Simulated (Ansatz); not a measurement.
Consider the isomerisation: `N[Si](O)(F)CF` → `NC(F)O[SiH2]F`.

Isolated molecules relaxed with PBE0-D4/def2-TZVP in Ansatz; ΔE leaves out vibrations. CCSD(T)/CBS adds triple-zeta CCSD(T) − MP2 to the extrapolated MP2 energy (def2 sets, frozen cores). Functionals use def2-TZVPP. B3LYP here is the variant with VWN-RPA as its local correlation; programs differ in this. Each species was taken in one conformer, which may not be the lowest.

(1) Is it downhill or uphill in electronic energy at CCSD(T)/CBS, and by how much? (Best estimate.)

(2) What do these levels give: PBE0-D4, ωB97M-V, PBE, PBE0, B3LYP, HF/def2-QZVPP? (An estimate is asked.)

Largest T1 diagnostic among the species: 0.012.

Answers

(1) Ansatz gave: Uphill: ΔE = +137.5 kJ/mol.

(2) Computed: PBE0-D4 129.0, ωB97M-V 132.2, PBE 123.9, PBE0 127.3, B3LYP 127.3, HF/def2-QZVPP 120.0 kJ/mol.

From PBE to PBE0 (25 % exact exchange), in def2-TZVPP and without D4, ΔE moves by +3.5 kJ/mol. The D4 term adds +3.3 kJ/mol with B3LYP and +1.7 kJ/mol with PBE0; it sums over pairs of atoms, weighted by their polarisabilities, and B3LYP, whose exchange is more repulsive, gets the larger term.
